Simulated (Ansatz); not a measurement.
Species: C₁₀H₇BS, SMILES `Bc1c(C#C)sc2ccccc12` (charge 0, multiplicity 1).

Task: Give a relaxed geometry from PBE0-D3(BJ)/def2-SVP (Ansatz, a program for electronic structure).

Result: This is not unique; one that fits is the end point of this relaxation, one of several conformers (outside a Z-matrix the atoms follow the SMILES, hydrogens last).
Bonded distances (Å): B1–C2 1.530, B1–H13 1.209, B1–H14 1.206, C2–C3 1.394, C2–C12 1.449, C3–C4 1.413, C3–S6 1.736, C4–C5 1.214, C5–H15 1.075, S6–C7 1.738, C7–C8 1.398, C7–C12 1.415, C8–C9 1.387, C8–H16 1.092, C9–C10 1.405, C9–H17 1.092, C10–C11 1.385, C10–H18 1.092, C11–C12 1.406, C11–H19 1.092. Bond angles (°): C2–B1–H13 120.5, C2–B1–H14 120.1, H13–B1–H14 119.4, B1–C2–C3 122.7, B1–C2–C12 126.9, C3–C2–C12 110.5, C2–C3–C4 128.3, C2–C3–S6 113.7, C4–C3–S6 118.0, C3–C4–C5 177.8, C4–C5–H15 179.1, C3–S6–C7 91.6, S6–C7–C8 126.5, S6–C7–C12 111.2, C8–C7–C12 122.3, C7–C8–C9 118.1, C7–C8–H16 121.0, C9–C8–H16 120.9, C8–C9–C10 120.7, C8–C9–H17 119.5, C10–C9–H17 119.7, C9–C10–C11 120.9, C9–C10–H18 119.4, C11–C10–H18 119.6, C10–C11–C12 119.8, C10–C11–H19 120.8, C12–C11–H19 119.5, C2–C12–C7 113.1, C2–C12–C11 128.7, C7–C12–C11 118.2.
